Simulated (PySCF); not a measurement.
An unknown is described by computed data only.

Formula: C4H7F3Si.

| Quantity | Value |
| --- | --- |
| Valence photoelectron | vertical ionisation energy: 9.50 eV [ΔSCF CAM-B3LYP/def2-SVPD] |
| Triplet | lowest triplet excitation (Tamm–Dancoff): 5.69 eV [TDA CAM-B3LYP/def2-SVPD] |
| 13C NMR | chemical shifts (computed TMS as zero) by class: 116.8 (1 C), 7.6 (1 C), -8.2 (1 C), -9.5 (1 C) ppm [GIAO HF/pcSseg-1] |
| Rotational structure | rotational constants A, B, C: 2.835, 1.201, 1.069 GHz [PBE0-D3(BJ)/def2-SVP] |
| 1H NMR | chemical shifts (computed TMS as zero) by class: 3.21 (1 H), 1.02 (1 H), 0.68 (1 H), 0.56 (1 H), 0.48 (3 H) ppm [GIAO HF/pcSseg-1] |
| Dipole | 3.03 D [CAM-B3LYP/def2-SVPD] |
| Polarisability | 75.4 au [CAM-B3LYP/def2-SVPD] |

The electronic properties come from PySCF, for the isolated species, density fitting. Levels stand in brackets. Geometry: PBE0-D3(BJ)/def2-SVP; no solvent, vibrations or thermal averaging. Each NMR value is the plain mean over a class of atoms that symmetry, rotation or inversion makes alike.

Problem. Propose a structure and show how it fits.

Solution. Numbering: `[CH3:1][Si@@H:2]1[CH2:3][C@@H:4]1[C:5]([F:6])([F:7])[F:8]`. Its formula, C4H7F3Si, gives 1 degree of unsaturation: 1 ring and 0 π bonds in the structure found. 4 carbons fall into 4 classes; from least to most shielded: CF3 carbon [C5] (116.8 ppm), ring sp3 carbon bound to silicon [C4] (7.6 ppm), ring sp3 carbon bound to silicon [C3] (-8.2 ppm), Si-methyl carbon [C1] (-9.5 ppm). Hydrogen classes from least to most shielded: 1 H on an SiH silicon, Si2 (3.21 ppm), 1 H on an sp3 carbon bound to silicon, C4 (1.02 ppm), 1 H on an sp3 carbon bound to silicon, C3 (0.68 ppm), 1 H on an sp3 carbon bound to silicon, C3 (0.56 ppm), 3 H on an Si-methyl carbon, C1 (0.48 ppm). The first electron is taken from the HOMO, whose largest Löwdin shares are 0.26 on an sp3 carbon bound to silicon, 0.26 on the SiH silicon and 0.25 on an sp3 carbon bound to silicon. The optimised geometry has point group C1 and is an asymmetric top. Structure: `C[Si@@H]1C[C@@H]1C(F)(F)F`. Computed isomers that give other values at the same levels: `C=CC[SiH2]C(F)(F)F` (13C chemical shifts (computed TMS as zero) by class: 139.4 (1 C), 124.8 (1 C), 117.0 (1 C), 11.6 (1 C) ppm); `FC(F)(F)/C=C/C[SiH3]` (13C chemical shifts (computed TMS as zero) by class: 148.5 (1 C), 123.7 (1 C), 110.8 (1 C), 12.5 (1 C) ppm); `FC(F)(F)/C=C\C[SiH3]` (13C chemical shifts (computed TMS as zero) by class: 154.0 (1 C), 124.5 (1 C), 111.4 (1 C), 11.5 (1 C) ppm). The assignments are read from this structure; whether some other isomer fits the data as well wasn't checked. The mirror image fits equally.

The values belong to the conformer `[CH3:1][Si@@H:2]1[CH2:3][C@@H:4]1[C:5]([F:6])([F:7])[F:8]`: C3–C4–C5–F6 -47°.
